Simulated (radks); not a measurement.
Values are calculated unless marked as measured or tabulated.
Problem. All-electron atom: Zn2+ in [Ar] 3d7 4s2 4p1 (not the ground configuration). Code: a radial shooting solver on a logarithmic mesh with Libxc functionals. Model: Dirac Kohn-Sham, PBE, spin-unpolarised, spherical densities, point nucleus; open shells fill j = l - 1/2 first. Some entries of the table are withheld. Estimate them.

| orbital | occ. | eigenvalue (eV) | <r^2> (bohr^2) |
|---|---|---|---|
| 1s1/2 | 2 | -9573.887 | 0.003405 |
| 2s1/2 | 2 | (1) | 0.06030 |
| 2p1/2 | 2 | -1072.861 | 0.04718 |
| 2p3/2 | 4 | -1049.017 | 0.04871 |
| 3s1/2 | 2 | (2) | 0.5123 |
| 3p1/2 | 2 | (3) | (4) |
| 3p3/2 | 4 | (5) | (6) |
| 3d3/2 | 4 | -56.2597 | 0.7075 |
| 3d5/2 | 3 | -55.8087 | 0.7145 |
| 4s1/2 | 2 | (7) | 4.308 |
| 4p1/2 | 1 | -21.7841 | (8) |
| 4p3/2 | 0 | -21.4844 | (9) |

Solution. 
(1) 2s1/2 eigenvalue (eV): -1211.354
(2) 3s1/2 eigenvalue (eV): -177.8280
(3) 3p1/2 eigenvalue (eV): -133.5605
(4) 3p1/2 <r^2> (bohr^2): 0.5481
(5) 3p3/2 eigenvalue (eV): -130.2994
(6) 3p3/2 <r^2> (bohr^2): 0.5631
(7) 4s1/2 eigenvalue (eV): -30.8934
(8) 4p1/2 <r^2> (bohr^2): 5.850
(9) 4p3/2 <r^2> (bohr^2): 5.978
